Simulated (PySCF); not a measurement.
C₄H₁₁NSi, SMILES C/C(=C/[SiH3])CN. The structure is a stationary point at PBE-D3(BJ)/def2-SVP. The structure was generated by enumeration; whether it is a known compound was not checked. One conformer was computed; it need not be the lowest.

Computed equilibrium geometry at PBE-D3(BJ)/def2-SVP (PySCF confirms it by a frequency run) as a Z-matrix (one conformer of several):
```
C
C 1 1.3546
H 2 1.1056 1 116.64
C 1 1.5044 2 123.99 3 0.44
H 4 1.1063 1 111.97 2 1.81
H 4 1.1124 5 108.39 1 122.93
H 4 1.1126 5 108.13 6 114.48
C 1 1.5179 2 120.75 3 178.83
H 8 1.1141 1 108.24 2 -101.56
H 8 1.1188 9 105.03 1 116.75
N 8 1.4567 9 108.77 10 122.57
H 11 1.0253 8 112.69 9 -35.63
H 11 1.0265 12 107.65 8 123.14
Si 2 1.8907 3 116.07 1 175.94
H 14 1.5069 2 116.13 3 -119.72
H 14 1.5082 15 111.34 11 72.00
H 14 1.5226 15 103.98 16 110.75
```
Charge 0, spin multiplicity 1.
